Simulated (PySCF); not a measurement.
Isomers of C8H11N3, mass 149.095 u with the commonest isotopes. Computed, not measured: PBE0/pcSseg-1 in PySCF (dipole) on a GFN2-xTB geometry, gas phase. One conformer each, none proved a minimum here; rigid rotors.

Question: Order these by rotational constant C, smallest first.
A. `[CH:1]#[C:2][c:3]1[cH:4][n:5][n:6]([C@H:7]([CH3:8])[CH2:9][CH3:10])[n:11]1` with N5–N6–C7–C8 -116°, N6–C7–C9–C10 -64°
B. `[CH:1]#[C:2][c:3]1[n:4][n:5]([CH2:6][CH3:7])[n:8][c:9]1[CH2:10][CH3:11]` with N4–N5–C6–C7 86°, N8–C9–C10–C11 106°
C. `[CH3:1][CH2:2][CH2:3][CH2:4][n:5]1[cH:6][cH:7][c:8]([C:9]#[N:10])[n:11]1` with C1–C2–C3–C4 -179°, C2–C3–C4–N5 -65°, C3–C4–N5–C6 101°

Answer: C (527.5 MHz), B (600.3 MHz), A (653.4 MHz).

Question: Order these by out-of-plane moment Σ m c² = (Ia + Ib − Ic)/2, smallest first.
A. `[CH:1]#[C:2][c:3]1[n:4][n:5]([CH2:6][CH3:7])[n:8][c:9]1[CH2:10][CH3:11]` with N4–N5–C6–C7 86°, N8–C9–C10–C11 106°
B. `[CH:1]#[C:2][c:3]1[cH:4][n:5][n:6]([C@H:7]([CH3:8])[CH2:9][CH3:10])[n:11]1` with N5–N6–C7–C8 -116°, N6–C7–C9–C10 -64°
C. `[CH3:1][CH2:2][CH2:3][CH2:4][n:5]1[cH:6][cH:7][c:8]([C:9]#[N:10])[n:11]1` with C1–C2–C3–C4 -179°, C2–C3–C4–N5 -65°, C3–C4–N5–C6 101°

Answer: A (49.96 u·Å²), C (89.69 u·Å²), B (113.20 u·Å²).

Question: Order these by rotational constant A, smallest first.
A. `[CH:1]#[C:2][c:3]1[n:4][n:5]([CH2:6][CH3:7])[n:8][c:9]1[CH2:10][CH3:11]` with N4–N5–C6–C7 86°, N8–C9–C10–C11 106°
B. `[CH3:1][CH2:2][CH2:3][CH2:4][n:5]1[cH:6][cH:7][c:8]([C:9]#[N:10])[n:11]1` with C1–C2–C3–C4 -179°, C2–C3–C4–N5 -65°, C3–C4–N5–C6 101°
C. `[CH:1]#[C:2][c:3]1[cH:4][n:5][n:6]([C@H:7]([CH3:8])[CH2:9][CH3:10])[n:11]1` with N5–N6–C7–C8 -116°, N6–C7–C9–C10 -64°

Answer: A (1758 MHz), C (2060 MHz), B (2223 MHz).

| SMILES | point group | Ia (u·Å²) | Ib (u·Å²) | Ic (u·Å²) | κ | μa (D) | μb (D) | μc (D) |
| --- | --- | --- | --- | --- | --- | --- | --- | --- |
| C#Cc1nn(CC)nc1CC | C1 | 287.49 | 654.38 | 841.94 | -0.70 | 0.62 | 0.71 | 0.17 |
| CCCCn1ccc(C#N)n1 | C1 | 227.37 | 910.07 | 958.07 | -0.97 | 5.85 | 3.37 | 1.43 |
| C#Cc1cnn([C@H](C)CC)n1 | C1 | 245.33 | 754.48 | 773.42 | -0.98 | 1.03 | 0.07 | 0.11 |
